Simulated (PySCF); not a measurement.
Compound: C₈H₁₃F₃.
Geometry (PBE0-D3(BJ)/def2-SVP, Å), atoms numbered from 1 in this order:
```
atom  x, y, z in Å
C1     2.2243    0.0582   -0.9304
C2     1.5877   -0.4481    0.3608
C3     0.9424    0.6783    1.1753
C4    -0.3330    1.2172    0.5359
C5    -1.3398    0.0949    0.2870
C6    -2.6014    0.6202   -0.3584
F7    -2.3650    1.1389   -1.5712
F8    -3.5152   -0.3464   -0.5147
F9    -3.1696    1.5839    0.3774
C10   -0.7247   -1.0370   -0.5354
C11    0.5559   -1.5541    0.1113
H12    1.4891    0.5094   -1.6144
H13    2.7144   -0.7633   -1.4764
H14    2.9879    0.8230   -0.7204
H15    2.3961   -0.8811    0.9750
H16    0.7002    0.2961    2.1828
H17    1.6617    1.5005    1.3221
H18   -0.1027    1.7069   -0.4249
H19   -0.7852    1.9880    1.1780
H20   -1.6643   -0.3121    1.2618
H21   -0.5182   -0.6644   -1.5524
H22   -1.4526   -1.8550   -0.6462
H23    0.9950   -2.3483   -0.5140
H24    0.3002   -2.0260    1.0766
```

Computed with PySCF at PBE0/pcSseg-1, non-relativistic, on one gas-phase PBE0-D3(BJ)/def2-SVP geometry that isn't relaxed in the solvent. The solvent is an IEF-PCM continuum (van der Waals radii × 1.2). Specific hydrogen bonds and non-electrostatic terms are outside this model.

Gas phase at PBE0/pcSseg-1: HOMO -8.74 eV, LUMO 1.10 eV, dipole 2.58 D.

Problem. What does the continuum do to the energy, the frontier levels and the dipole at PBE0/pcSseg-1 in chloroform?

Solution. 
| solvent | ε | E(solvent) − E(gas) (kcal/mol) | polarisation term (kcal/mol) | distortion of the solute (kcal/mol) | HOMO (eV) | LUMO (eV) | dipole (D) |
| --- | --- | --- | --- | --- | --- | --- | --- |
| chloroform | 4.711 | -1.82 | -1.95 | 0.13 | -8.51 | 1.37 | 2.91 |

Polarisation term: ½ Σ q·V over the induced surface charges. Distortion: the rise of the solute's own energy as its density leaves the gas-phase optimum.

Problem. Which radius a makes the point-dipole formula ΔE = −[(ε − 1)/(2ε + 1)]·μ²/a³ give the value in chloroform, with the gas-phase dipole?

Solution. μ = 1.016 au and |ΔE| = 0.00290 Eh give a = 2.66 Å; the farthest nucleus lies 3.57 Å from the centroid of the nuclei, so such a sphere wouldn't even hold the nuclei. The formula assumes a rigid point dipole at the centre of a sphere.

Problem. Give the dipole vector in the frame of the coordinates (D, pointing from negative to positive charge), gas and chloroform.

Solution. Gas (2.27, -0.83, 0.92), solvent (2.51, -0.96, 1.10). Its length changes by +13 % and its direction by 2°.

Problem. Which IAO charges (PBE0/pcSseg-1) respond most in chloroform (means over atoms taken as equivalent)?

Solution. 
```
   atoms              environment  gas (e)  solvent (e)  change
     H20         methine hydrogen   +0.143       +0.150  +0.007
F7/F8/F9  fluorine of a CF3 group   -0.287       -0.291  -0.004
      C1            methyl carbon   -0.411       -0.414  -0.003
 H16/H24       methylene hydrogen   +0.124       +0.127  +0.003
 H17/H23       methylene hydrogen   +0.133       +0.134  +0.001
     H15         methine hydrogen   +0.129       +0.130  +0.001
```
